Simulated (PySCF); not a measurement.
Rows and methods have been separated. Pair them.

Cl2H4Si2.
SMILES: `[SiH3][SiH](Cl)Cl`

The closed-shell ground state was solved 5 times with PySCF (density fitting, gas phase), always with PBE0, in these basis sets: 6-311+G(2d,p), 6-31G, IGLO-III, STO-3G and def2-SVPD. Geometry: PBE0-D3(BJ)/def2-SVP; no solvent, vibrations or thermal averaging.

| row | total energy (Eh) | HOMO (eV) | LUMO (eV) | dipole (D) |
| --- | --- | --- | --- | --- |
| P | -1501.3791 | -8.34 | -0.79 | 1.67 |
| Q | -1501.1463 | -8.55 | -0.70 | 2.90 |
| R | -1500.8791 | -8.38 | -0.74 | 1.72 |
| S | -1484.6624 | -6.37 | 3.02 | 3.39 |
| T | -1501.3692 | -8.24 | -0.51 | 1.41 |

Question: Which basis belongs to which row?

Answer: P = 6-311+G(2d,p), Q = 6-31G, R = def2-SVPD, S = STO-3G, T = IGLO-III. From the lowest total energy up: 6-311+G(2d,p) (164 functions) 0 eV; IGLO-III (216 functions) +0.27 eV; 6-31G (60 functions) +6.33 eV; def2-SVPD (134 functions) +13.61 eV; STO-3G (40 functions) +454.88 eV.
